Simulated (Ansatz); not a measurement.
```yaml
crystal:
  periodic: [false, false, false]
  atoms:
    - {symbol: C, position_ang: [-1.425144, 1.498663, -0.414826]}
    - {symbol: Si, position_ang: [-0.314024, 0.105285, 0.332271]}
    - {symbol: Al, position_ang: [1.662036, -0.462064, 1.510134]}
    - {symbol: Si, position_ang: [1.108185, -1.378613, -0.838237]}
    - {symbol: H, position_ang: [-2.191013, 1.033897, -0.987485]}
    - {symbol: H, position_ang: [-1.956938, 1.966290, 0.465108]}
    - {symbol: H, position_ang: [-0.804525, 2.142449, -0.946392]}
    - {symbol: H, position_ang: [-1.249696, -1.131759, 1.064148]}
    - {symbol: H, position_ang: [2.624532, -0.416462, 2.694753]}
    - {symbol: H, position_ang: [1.961909, -0.487232, -1.567533]}
    - {symbol: H, position_ang: [0.906917, -2.475369, -1.520079]}
basis:
  gaussian: {orbitals: "6-31G*"}
hamiltonian: {xc: {name: B2PLYP}}
charge: 1
output: {forces: true}
```

```sh
$ ansatz run in.yaml --threads 2 --pin off --events-out ev --progress --plain --max-ram 4352MiB
```

Shortened log:

```
Error: YAML parse error: error: line 18 column 1: unknown field `charge`, expected one of crystal, accuracy, basis, kpoints, hamiltonian, magnetization, projection, total_charge, correlation, batch, efield, external_charges, scf, relax, neb, saddle, md, ramp, phonons, dielectric, real_time, elastic, magnetic_configurations, gw, evaluate, workflow, output, checkpoint, execution
16 |   gaussian: {orbitals: "6-31G*"}
17 | hamiltonian: {xc: {name: B2PLYP}}
18 | charge: 1
19 | output: {forces: true}
```

(1) What is wrong with this run?

## Answers

(1) The input holds a key that doesn't belong there. The input was rejected before any iteration.
